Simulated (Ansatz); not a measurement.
Species: MgCl, net charge 0, doublet state. 
Coordinates optimised at B3LYP-D3(BJ)/def2-TZVP (Ansatz, a first-principles code):
SMILES: [Mg][Cl]
```xyz
2

Mg     0.0000     0.0000    -1.3021
Cl     0.0000     0.0000     0.9191
```
Charge 0, spin multiplicity 2.

Property: vertical electron affinity (to the singlet state of charge -1; a negative value means that the extra electron is unbound and the number depends on the basis; each state is the SCF solution reached for its spin; for the singlet the Hartree-Fock reference is unstable and T1 is 0.015), in eV. Correlated levels leave the core frozen unless marked. Open shells are spin-unrestricted. Spin-orbit coupling is left out. No relativistic terms. Anions need diffuse functions: def2-D sets add few. Basis-set limits of correlation are two-point, X^-3; Hartree-Fock from the larger set.

```csv
level,program,vertical electron affinity (eV)
PBE/def2-TZVPD,Ansatz,1.40
r2SCAN/def2-TZVPD,Ansatz,1.26
B3LYP/def2-TZVPD,Ansatz,1.47
PBE0/def2-TZVPD,Ansatz,1.37
BHLYP/def2-TZVPD,Ansatz,1.32
wB97X-V/def2-TZVPD,Ansatz,1.38
wB97X/def2-TZVPD,Ansatz,1.50
CCSD/def2-SVPD,Ansatz,1.39
CCSD/def2-TZVPPD,Ansatz,1.37
CCSD/def2-QZVPPD,Ansatz,1.40
"CCSD/CBS(def2-TZVPPD,def2-QZVPPD)",Ansatz,1.42
CCSD(T)/def2-SVPD,Ansatz,1.41
CCSD(T)/def2-TZVPPD,Ansatz,1.40
CCSD(T)/def2-QZVPPD,Ansatz,1.44
```
